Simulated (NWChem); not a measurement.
# SiN2H5Cl; SMILES Cl[SiH](N)N

```xyz
9

Si     0.0221    -0.4008     0.3768
N     -1.4874    -0.9579    -0.2102
N      1.2426    -1.3682    -0.3281
Cl     0.0276     1.6273    -0.1316
H      0.2905    -0.4182     1.8414
H     -2.2905    -0.3419    -0.2355
H     -1.7484    -1.9326    -0.1175
H      1.2611    -1.5168    -1.3312
H      2.1724    -1.3942     0.0741
```
Atoms are numbered in this order, from 1.

Level: PBE0/def2-SVP (NWChem), optimised geometry, unscaled harmonic frequencies. 

Q: List the harmonic frequencies with IR intensities, and the thermochemistry.

A: 
```tsv
frequency (cm⁻¹)	IR intensity (km/mol)
203	3.2
213	7.2
265	12.8
304	2.7
347	183.2
399	40.7
441	155.9
520	137.4
744	36.3
775	5.2
832	14.1
894	251.6
903	29.9
967	243.9
1526	90.2
1536	43.8
2250	158.6
3613	38.3
3623	40.9
3718	40.3
3731	44.9
```

```json
{
  "zero_point_energy": "39.7 kcal/mol",
  "thermal correction to the enthalpy at 298.15 K (with zero-point energy)": "44.3 kcal/mol",
  "heat capacity Cv": "22.3 cal/(mol K)",
  "entropy at 298.15 K and 1 atm (symmetry number 1)": "77.6 cal/(mol K)",
  "dipole_moment": "2.27 D"
}
```

Rigid rotor and harmonic oscillator.
